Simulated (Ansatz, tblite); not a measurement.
Cost and result up the ladder for (H2Al-mu-NH2)2 (Al₂N₂H₈) (12 atoms). The state is a singlet with charge 0. Geometry: PBE0-D4/def2-SVP.

| atom | x (Å) | y (Å) | z (Å) |
| --- | --- | --- | --- |
| Al1 | -1.1160 | 0.8480 | 0.2470 |
| H2 | -2.1325 | 0.4360 | 1.4054 |
| H3 | -1.2844 | 2.1591 | -0.6459 |
| N4 | -0.7373 | -0.7064 | -0.9023 |
| Al5 | 1.1167 | -0.8466 | -0.2487 |
| H6 | 2.1356 | -0.4368 | -1.4056 |
| H7 | 1.2815 | -2.1576 | 0.6451 |
| N8 | 0.7378 | 0.7074 | 0.9011 |
| H9 | -0.8207 | -0.5234 | -1.9033 |
| H10 | -1.3167 | -1.5257 | -0.7146 |
| H11 | 0.8164 | 0.5195 | 1.9017 |
| H12 | 1.3195 | 1.5264 | 0.7199 |

Ansatz on 4 threads of Arm Neoverse V2 on a shared host; xTB runs through tblite on one thread. Times are rough, summed over both states, and most runs start from the orbitals of an earlier one. PBE0-D4/def2-TZVP serves as the yardstick here, not as an exact answer. The other state is a doublet.

The xTB rows come from tblite. HOMO above LUMO, or a gap near zero within one spin, warns that the state may not be the lowest or that an electron is smeared out.

Run but left out: PBE-D4/def2-TZVP (charge +1 doublet: an occupied level 0.01 eV above an empty one).

Raw xTB energies of ions are shifted by several eV.

```csv
level,functions,vertical IE (eV),difference from PBE0-D4/def2-TZVP (eV),remarks
GFN1-xTB,42,13.76,3.90,–
r2SCAN-D4/def2-TZVP,184,9.53,-0.34,gap within one spin near zero (+1 doublet)
GFN2-xTB,34,13.00,3.13,–
PBE0-D4/def2-TZVP,184,9.87,0.00,–
```

(1) Estimate how long each takes.

## Answers

(1) GFN2-xTB 0.008 s; GFN1-xTB 0.012 s; PBE0-D4/def2-TZVP 5.8 s; r2SCAN-D4/def2-TZVP 9.6 s. On shared hardware such times vary by a factor of up to 3.
